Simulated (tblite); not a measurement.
Species: C4H6SSi.
SMILES: `[SiH3]c1cccs1`

Method: GFN2-xTB as coded in tblite; computed harmonic values from a numerical Hessian at the method's own geometry, unscaled. This tight-binding method is rough: wavenumbers can miss measured ones by several per cent, in bad cases by 10 to 20. Modes of hydrogen on silicon can be 10 to 20 % off.

Harmonic wavenumbers (cm⁻¹): 58.9, 148.4, 173.4, 404.8, 406.5, 524.1, 536.0, 566.2, 641.6, 732.4, 743.1, 764.3, 782.7, 789.7, 816.6, 847.1, 850.2, 992.1, 1075.2, 1099.4, 1185.0, 1328.0, 1443.2, 1541.7, 2254.3, 2259.6, 2269.1, 3117.2, 3127.5, 3161.2.

A = 5156, B = 1761, C = 1333 MHz; mass 113.996 u (most abundant isotopes); point group Cs, symmetry number 1.

Q: Zero-point energy?

A: Half the sum of the wavenumbers: 17320 cm⁻¹ = 207.19 kJ/mol.

Q: Give the ideal-gas entropy at 200 K and 1 bar in the rigid-rotor, harmonic-oscillator model (classical rotation).

A: Translation 159.62, rotation 110.82, vibration 39.06: S = 309.5 J/(mol K).

Q: And Cp and H(200 K) − H(0)?

A: Cp = 83.10 J/(mol K), of which vibrations give 49.85 (their classical limit is 30 R = 249.4); H(200 K) − H(0) = 11.08 kJ/mol without the zero-point energy, 4.43 from vibrations.

Q: How do the functions run with temperature in this model?

A: 
| T (K) | S (J/(mol K)) | Cp (J/(mol K)) | H − H(0) (kJ/mol) | G − H(0) (kJ/mol) | ln q(vib) |
| --- | --- | --- | --- | --- | --- |
| 150 | 288.1 | 67.0 | 7.34 | -35.88 | 1.39 |
| 250 | 329.9 | 100.5 | 15.67 | -66.81 | 2.72 |
| 298.15 | 349.0 | 116.6 | 20.90 | -83.16 | 3.42 |
| 400 | 387.5 | 145.8 | 34.32 | -120.69 | 4.99 |
| 600 | 454.8 | 185.2 | 67.75 | -205.11 | 8.19 |
| 900 | 537.0 | 219.4 | 128.94 | -354.36 | 12.81 |

q(vib) and H(0) count from the zero-point level.

Q: Which modes carry the vibrational entropy at 200 K?

A: 58.9 cm⁻¹: 15.52; 148.4 cm⁻¹: 8.15; 173.4 cm⁻¹: 7.00; 404.8 cm⁻¹: 1.86; 406.5 cm⁻¹: 1.84; 524.1 cm⁻¹: 0.93 J/(mol K); the other 24 give 3.76 together.

Q: Blend soft modes into free rotors: weight 1/[1 + (100 cm⁻¹/ν̃)⁴] for the oscillator and the rest for a rotor with moment μB/(μ + B), μ = h/(8π²ν), B = 10⁻⁴⁴ kg m². What vibrational entropy results?

A: 36.57 J/(mol K) in place of 39.06, which changes −T·S at 200 K by +0.50 kJ/mol.

Q: What must be added to the electronic energy to get the Gibbs energy at 200 K and 1 bar?

A: ZPE + [H(200 K) − H(0)] − T·S = 207.19 + 11.08 − 61.90 = 156.37 kJ/mol.

Hindered rotation and anharmonicity are outside this model.
